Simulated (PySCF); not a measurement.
SMILES B[SiH2][SiH2]c1cccs1, GFN2-xTB optimised geometry.

```
17

B      1.56    -2.61    -0.04
Si    -0.35    -2.93    -0.14
Si    -1.62    -0.98     0.00
C     -0.44     0.49     0.00
C      0.92     0.49     0.00
C      1.50     1.77     0.00
C      0.56     2.75     0.00
S     -1.04     2.12     0.00
H      2.22    -2.50    -1.01
H      2.12    -2.56     0.99
H     -0.89    -3.82     0.91
H     -0.81    -3.61    -1.37
H     -2.56    -0.75    -1.10
H     -2.43    -0.85     1.23
H      1.50    -0.43     0.00
H      2.56     1.96     0.00
H      0.70     3.82     0.00
```

Density from CAM-B3LYP/def2-SVP (PySCF 2.14.0) at that geometry.

Minimum of the electron density along straight lines between bonded atoms, close to the bond critical point (lines longer than 1.1 times the sum of covalent radii, or with two minima, are not listed):

| bond | length / Å | ρ at the minimum / e bohr⁻³ | ∇²ρ there / e bohr⁻⁵ | position (fraction from the first atom) |
|---|---|---|---|---|
| B1–Si2 | 1.946 | 0.116 | 0.15 | 0.62 |
| Si3–C4 | 1.880 | 0.110 | 0.36 | 0.38 |
| C4–C5 | 1.363 | 0.322 | -0.81 | 0.50 |
| C5–C6 | 1.411 | 0.299 | -0.75 | 0.50 |
| C6–C7 | 1.358 | 0.326 | -0.84 | 0.49 |
| C4–S8 | 1.733 | 0.211 | -0.43 | 0.46 |
| C7–S8 | 1.719 | 0.218 | -0.49 | 0.47 |
| B1–H9 | 1.173 | 0.182 | -0.17 | 0.43 |
| B1–H10 | 1.173 | 0.182 | -0.17 | 0.43 |
| Si2–H11 | 1.476 | 0.113 | 0.33 | 0.49 |
| Si2–H12 | 1.476 | 0.113 | 0.32 | 0.49 |
| Si3–H13 | 1.470 | 0.116 | 0.33 | 0.49 |
| Si3–H14 | 1.471 | 0.116 | 0.32 | 0.49 |
| C5–H15 | 1.081 | 0.278 | -1.03 | 0.62 |
| C6–H16 | 1.076 | 0.284 | -1.11 | 0.64 |
| C7–H17 | 1.072 | 0.286 | -1.14 | 0.65 |
